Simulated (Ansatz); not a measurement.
`[CH3][Zn][S][SiH3]`. The species carries charge 0 and has multiplicity 1.

Cartesian coordinates in Å:
```
C 2.438 0.470 0.312
Zn 0.725 0.457 -0.582
S -1.182 0.464 -1.632
Si -2.351 -0.520 -0.155
H 2.596 -0.471 0.845
H 2.488 1.288 1.033
H 3.246 0.595 -0.411
H -2.410 0.249 1.118
H -1.824 -1.875 0.167
H -3.726 -0.658 -0.695
```

**Question.** What are the harmonic wavenumbers in cm⁻¹ at PBE0-D4/def2-TZVP (Ansatz, finite differences of forces, unscaled)? (Estimate.)

**Answer.** Computed: 38i, 7, 69, 120, 136, 365, 526, 582, 634, 642, 695, 698, 936, 939, 955, 1200, 1446, 1447, 2208, 2209, 2236, 3055, 3144, 3145.
